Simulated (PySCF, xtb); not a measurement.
TeCl2, SMILES [Te](Cl)Cl.

GFN2-xTB in xtb at its own geometry gives an orbital gap of 2.96 eV and a dipole moment of 1.87 D.

Coordinates come from a PBE-D3(BJ)/def2-TZVP optimisation. The isomer is the one that the SMILES or the coordinates give; other isomers of the formula were not compared. The def2 effective core potentials stand for the cores of Te; spin–orbit coupling is left out.

Problem. What does PBE/def2-TZVPD (PySCF) give? (The exact figures need the calculation; the answer reports its results.)

Solution. gap 1.89 eV (levels -5.60 and -3.71 eV), dipole 1.82 D.
